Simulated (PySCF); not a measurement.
**Spinor energies of Bi(47+) (bismuth, charge +47)**

Start: [Kr]. Calculated with PySCF 2.14 in an uncontracted even-tempered set (16 s from 6.6 bohr⁻², ratio 2.8; 14 p from 8.5 bohr⁻², ratio 2.8; 8 d from 15 bohr⁻², ratio 2.8; 4 f from 40 bohr⁻², ratio 3): generalised Hartree-Fock with the X2C-1e Hamiltonian and a Gaussian nucleus; one run each with spin-orbit coupling (SO) switched off, then screened by Boettger's factors.

```csv
spinor shell,electrons,"ε, spin-free (eV)","ε, screened SO (eV)",weight of nominal j (screened SO),"rms radius, screened SO (bohr)"
1s1/2,2,-93454.5,-93412.6,1.000,0.0178
2s1/2,2,-18917.6,-18904.2,1.000,0.0718
2p1/2,2,-16552.7,-18237.0,1.000,0.0606
2p3/2,4,-16552.7,-15909.0,1.000,0.0690
3s1/2,2,-6364.0,-6359.3,1.000,0.181
3p1/2,2,-5672.1,-6065.6,1.000,0.172
3p3/2,4,-5672.1,-5517.4,1.000,0.189
3d3/2,4,-4984.1,-5051.5,1.000,0.164
3d5/2,6,-4984.1,-4935.5,1.000,0.168
4s1/2,2,-2939.7,-2938.1,1.000,0.380
4p1/2,2,-2683.5,-2809.3,1.000,0.373
4p3/2,4,-2683.5,-2633.7,1.000,0.397
```

```tsv
quantity	spin-free	screened SO
E (hartree)	-19968.80082	-20010.34033
M_J	0	0
⟨J²⟩	0.000	0.000
⟨L²⟩	0.000	0.134
⟨S²⟩	0.000	0.134
```

Breit and QED terms are absent; they matter most for the inner s and p1/2 levels.

Densities and radii are taken from the X2C orbitals without a picture-change correction, which distorts them close to the nucleus.

Without spin-orbit coupling the j labels of p, d and f shells carry no meaning; the spin-free column gives the mean over the occupied spinors of each nl shell.
